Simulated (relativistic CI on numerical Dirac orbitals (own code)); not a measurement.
Radial parameters of Os XXVI

These numbers are calculated, not measured: Dirac-Coulomb-Breit CI, orbitals from a KLI potential per configuration, model QED, unscaled Slater integrals (own radial code, finite nucleus).

Slater integrals F^k, G^k are unscaled and averaged over j, outside the closed core [Ar] 3d10 4p6 4d10; ζ comes from projecting the Hamiltonian with its Breit term on Σ l·s of the shell.

- 4s²4f⁵: F^2(4f,4f) = 235650, F^4(4f,4f) = 152990, F^6(4f,4f) = 111680, ζ(4f) = 8783 cm⁻¹; <r>(4f) = 0.4408, <r^2>(4f) = 0.2239 (bohr units).
- 4s²4f⁴5s: F^2(4f,4f) = 238290, F^4(4f,4f) = 154810, F^6(4f,4f) = 113040, ζ(4f) = 9015.2, G^3(4f,5s) = 34251 cm⁻¹; <r>(4f) = 0.4366, <r^2>(4f) = 0.2196, <r>(5s) = 0.7855, <r^2>(5s) = 0.6873 (bohr units).
- 4s²4f³5s²: F^2(4f,4f) = 241170, F^4(4f,4f) = 156800, F^6(4f,4f) = 114530, ζ(4f) = 9250.2 cm⁻¹; <r>(4f) = 0.4322, <r^2>(4f) = 0.215 (bohr units).

Averages of the first 8 configurations, taken without configuration mixing, which lowers the lowest level and can move excited configurations by several eV; other configurations of the list can lie among them:

```
Configuration  Parity  States  Average energy above the lowest level (eV)
       4s²4f⁵     odd    2002                                        20.1
     4s²4f⁴5s    even    2002                                       123.7
    4s²4f³5s²     odd     364                                       237.3
     4s²4f⁴5p     odd    6006                                       187.1
   4s²4f³5s5p    even    4368                                       297.9
    4s²4f³5p²     odd    5460                                       364.1
        4s4f⁶    even    6006                                       645.8
     4s²4f⁴6s    even    2002                                       391.1
```
